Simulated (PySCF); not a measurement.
Rows and methods have been separated. Pair them.

Al(AsH3)H3.
Bonds: Al1–As2. Hydrogens: H6, H7, H8 on Al1; H3, H4, H5 on As2.

The closed-shell ground state was solved 3 times with PySCF (density fitting, gas phase), always in the pcSseg-1 (pcSseg-2 on Al) basis (114 functions), with these functionals: B3LYP, PBE and PBE0. Geometry: PBE0-D3(BJ)/def2-SVP; no solvent, vibrations or thermal averaging. Relativistic effects, spin–orbit coupling among them, are left out although an element past zinc is present.

```
row  total energy (Eh)  HOMO (eV)  LUMO (eV)  dipole (D)
  P         -2481.2510      -7.86      -0.41        4.06
  Q         -2481.1642      -6.63      -1.20        3.94
  R         -2481.7301      -7.68      -0.67        3.94
```

Which functional belongs to which row?

P = PBE0, Q = PBE, R = B3LYP. By rising HOMO–LUMO gap: PBE (GGA) 5.43 eV; B3LYP (global hybrid, 20 % exact exchange) 7.01 eV; PBE0 (global hybrid, 25 % exact exchange) 7.45 eV. Total energies of different functionals aren't bounds to one another; each is stationary for its own functional.
